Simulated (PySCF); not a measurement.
CH₅GaO₂, SMILES [CH3][Ga]([OH])[OH]. Atoms are numbered in the order given.

```xyz
9

Ga     0.0025     0.0008     0.0018
C     -1.3708    -1.3965    -0.0568
H     -0.9732    -2.3050    -0.5346
H     -2.2324    -1.0368    -0.6371
H     -1.7050    -1.6590     0.9584
O     -0.2144     1.5268    -0.9069
H      0.5281     2.1367    -0.8045
O      1.5636    -0.0219     0.8942
H      1.7355    -0.8223     1.4053
```
Charge 0, spin multiplicity 1.

Coordinates come from a B3LYP-D3(BJ)/def2-SVP optimisation. The structure was generated by enumeration; whether it is a known compound was not checked. One conformer was computed; it need not be the lowest.

Computed with PBE/def2-TZVP in PySCF.

Isolated molecule, no solvent.

Computed frontier levels, gap, dipole moment and polarisability:
```json
{
 "highest_occupied_level": "-6.75 eV",
 "lowest_empty_level": "-1.10 eV",
 "orbital_gap": "5.65 eV",
 "dipole_moment": "2.12 D",
 "quadrupole, principal values (traceless, Buckingham form, about the centre of nuclear charge)": "-4.60, 1.24, 3.36 D·Å",
 "mean_static_polarisability": "48.1 bohr³ (7.13 Å³)",
 "polarisability_principal_values": "37.5, 49.6, 57.2 bohr³"
}
```
